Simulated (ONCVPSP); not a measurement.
## Potentials for silicon compared

Generated with ld1.x 7.5 (TM, RRKJ, ultrasoft, PAW), atompaw 4.2 or ONCVPSP 4.0.1. The cutoff is in Ry: for ld1.x and atompaw files where the sum of valence levels is converged to 10 mRy in a Bessel basis, for ONCV files where the hardest occupied wave has 1 mHa per electron of residual kinetic energy. The error is the largest all-electron minus pseudo excitation energy over each file’s own four to seven test configurations (ionisations up to +4, promotions, holes and added fractions of an electron), all of which were solved. The labels leave out finer settings (local radius, basis sizes, second energies), which also bear on the numbers. Spin-polarised tests are not counted. The rows are a selection from randomly drawn settings: files with unsolved tests, undetermined cutoffs or missed reference levels are left out.

| potential | cutoff (Ry) | largest error (meV) | bound ghosts |
| --- | --- | --- | --- |
| ONCV, PBEsol, scalar-relativistic, rc 0.68/0.72 (sp), local smoothed, core correction yes, reference 2s2 2p6 3s2 3p1.75, qcut 14.8/16.1, projectors 2/2 | 237 | +1.2 | none |
| ONCV, PBE, scalar-relativistic, rc 0.95/1.10/1.00 (spd), local smoothed, core correction no, reference 2s2 2p6 3s2 3p0.5, qcut 14.2/14.9/10.1, projectors 3/3/2 | 156 | +1.7 | none |
| ONCV, LDA (Perdew-Wang 92), scalar-relativistic, rc 1.70/1.70 (sp), local smoothed, core correction yes, reference 3s2, qcut 3.7/4.2, projectors 2/2 | 20 | -110 | none |
| ONCV, LDA (Perdew-Wang 92), scalar-relativistic, rc 0.80/1.05 (sp), local smoothed, core correction yes, reference 2s2 2p6 3s2 3p1.5, qcut 15.9/14.7, projectors 2/3 | 162 | +615 | none |
| ONCV, PW91, scalar-relativistic, rc 0.90/0.80 (sp), local smoothed, core correction yes, reference 2s2 2p6 3s2 3p2, qcut 13.1/21.5, projectors 2/3 | 289 | +1.7 | none |

Question: Fill in the row for Si: ONCV, PBE, scalar-relativistic, rc 2.00/2.30/1.75 (spd), local smoothed, core correction yes, reference 3s2 3p2, qcut 2.5/3.5/4.6, projectors 2/3/2.

Answer: cutoff 51 Ry, largest error -19 meV, bound ghosts: none.
